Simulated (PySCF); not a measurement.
# Correlation energy of Dy (dysprosium, neutral)

[Xe] 4f10 5d1 6s1, one real determinant (an excited configuration). All numbers are calculated (PySCF 2.14, scalar relativity by spin-free X2C-1e, in x2c-TZVPPall (11s7p7d4f2g, 113 functions)). Frozen: [Kr] 4d10; 20 electrons correlated.

MP2 pair energies summed by pair of shells (mhartree):

```csv
pair,energy,share (%)
4f-4f,-340.37,42.3
4f-5p,-207.03,25.8
5p-5p,-114.74,14.3
4f-5s,-47.47,5.9
5s-5p,-32.18,4.0
5p-5d,-17.80,2.2
5p-6s,-14.58,1.8
4f-5d,-11.09,1.4
4f-6s,-7.71,1.0
5s-5s,-5.97,0.7
5d-6s,-2.41,0.3
5s-5d,-1.97,0.2
5s-6s,-0.69,0.1
```

Total MP2 correlation energy: -804.00 mhartree.

Same-spin part -325.02 and opposite-spin part -478.99 mhartree; SCS-MP2 scales them by 1/3 and 6/5 to -683.12 mhartree.

The reference is one real determinant that mixes LS terms of this configuration.
